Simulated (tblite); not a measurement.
Problem. What does the GFN2-xTB structure of `C[C@H](F)CC(F)(F)F` look like in three dimensions?

Solution. 
```xyz
14
C4H6F4 angstrom
C     -1.437    0.689    0.557
C     -0.849   -0.370   -0.359
F     -1.646   -1.498   -0.306
C      0.567   -0.814    0.031
C      1.620    0.229   -0.282
F      1.542    0.680   -1.543
F      1.544    1.309    0.510
F      2.857   -0.263   -0.128
H     -2.476    0.861    0.285
H     -1.401    0.356    1.591
H     -0.889    1.620    0.461
H     -0.869   -0.043   -1.407
H      0.821   -1.716   -0.531
H      0.614   -1.040    1.098
```

Any rigid rotation of these coordinates is as good. Atoms count from 1 in this order. The C–F distances run from 1.341 Å (C5–F8, drawn single) to 1.383 Å (C2–F3, drawn single), a spread of 0.042 Å. Of the pairs four or more bonds apart, F7···H11 is among the closest relative to their van der Waals radii: 2.45 Å, 92 % of the sum of Bondi's values.

Bonds between heavy atoms (Å): C1–C2 1.519, C2–F3 1.383, C2–C4 1.534, C4–C5 1.514, C5–F6 1.342, C5–F7 1.341, C5–F8 1.341.

The geometry is computed with GFN2-xTB (gas phase).

Point group: C1 (no symmetry element, even within 0.4 Å). Its GFN2-xTB frequencies are all real (lowest 23 cm⁻¹). The numbers are those of one conformer (C1–C2–C4–C5 -73°). 3 starts were optimised and ended at 0.00, 0.01 and 1.75 kcal/mol (GFN2-xTB); the lowest of these is shown.
